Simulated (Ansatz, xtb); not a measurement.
# Ranking isomers of H2O2SiTe

4 gas-phase structures of H2O2SiTe, found in a search over its isomers (lower ones may exist). Each was relaxed with GFN2-xTB; where two conformers were screened, the lower at r2SCAN-D4/def2-SVP is listed:

A. `O=[SiH]O[TeH]`, a singlet
B. `O[Si](O)=[Te]`, a singlet
C. `O[Si@@H]1O[Te]1`, a singlet
D. `O=[Si](O)[TeH]`, a singlet

**Question.** Which do you expect lowest at r2SCAN-D4/def2-SVP, and how would the others follow?

**Answer.** Calculated order at r2SCAN-D4/def2-SVP: B (0.0), D (98.4), C (171.8), A (257.4) kJ/mol.

Energies above the lowest of each column, in kJ/mol; the last columns are at PBE0-D3(BJ)/def2-SVP geometries and were run for some of them only (a dash: not run or not comparable):

```json
{"structure": "B", "GFN2-xTB": "47.0", "HF/STO-3G": "0.0", "r2SCAN-D4/def2-SVP": "0.0", "PBE0-D3(BJ)/def2-SVP": "0.0", "CCSD(T)/def2-TZVP": "0.0"}
{"structure": "D", "GFN2-xTB": "0.0", "HF/STO-3G": "173.0", "r2SCAN-D4/def2-SVP": "98.4", "PBE0-D3(BJ)/def2-SVP": "106.6", "CCSD(T)/def2-TZVP": "92.5"}
{"structure": "C", "GFN2-xTB": "97.4", "HF/STO-3G": "178.7", "r2SCAN-D4/def2-SVP": "171.8", "PBE0-D3(BJ)/def2-SVP": "–", "CCSD(T)/def2-TZVP": "–"}
{"structure": "A", "GFN2-xTB": "21.5", "HF/STO-3G": "343.1", "r2SCAN-D4/def2-SVP": "257.4", "PBE0-D3(BJ)/def2-SVP": "–", "CCSD(T)/def2-TZVP": "–"}
```

CCSD(T)/def2-TZVP puts B lowest of those it was run on; GFN2-xTB picks D. Flexible structures stand in one conformer each, not always the lowest. Frequencies (PBE0-D3(BJ)/def2-SVP) were run for B, D alone. Atoms past krypton carry core potentials in the def2 sets, without spin–orbit terms.

Over these structures GFN2-xTB departs from r2SCAN-D4/def2-SVP by 76.7 kJ/mol on average once a common shift is removed. A GFN2-xTB relaxation took about 0.11 s and the r2SCAN-D4/def2-SVP energy about 1.2 s on a shared host (Ansatz 0.2.0, xtb 6.7.1).
